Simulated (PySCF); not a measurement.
# Adding and removing an electron: InH

r²SCANh; basis In def2-TZVPPD with ECP28, H def2-TZVPPD; scalar-relativistic core potentials; PySCF 2.14. Neutral (UKS): singlet (closed shell), Re = 1.843 Å, ωe = 1473 cm⁻¹, De = 2.67 eV, HOMO -5.35 eV, LUMO -1.96 eV.

InH⁻ (UKS): doublet (π ↑), Re = 1.885 Å, ωe = 1273 cm⁻¹. The energies at the minima are -190.76625 hartree for InH and -190.77716 for InH⁻.

Task: Work out the adiabatic electron affinity, without and with harmonic zero-point energies (1 hartree = 27.2114 eV, 1 eV = 8065.5 cm⁻¹), and the change of the bond length.

Result: At r²SCANh: 0.01091 hartree = 0.297 eV between the minima; the zero-point term (1473.0 − 1273.0)/2 cm⁻¹ = +0.012 eV makes it 0.309 eV. Re changes by +4.2 pm against the neutral. The electron enters a π orbital, which is non-bonding in a hydride.

These are scalar-relativistic numbers at best; spin–orbit coupling would shift them, the dissociation energy most. The highest Kohn–Sham level is positive in this anion. Much of that is self-interaction error, but it also means that the finite basis helps to hold the extra electron. States were picked by a PBE0 search and need not be the measured ground states.
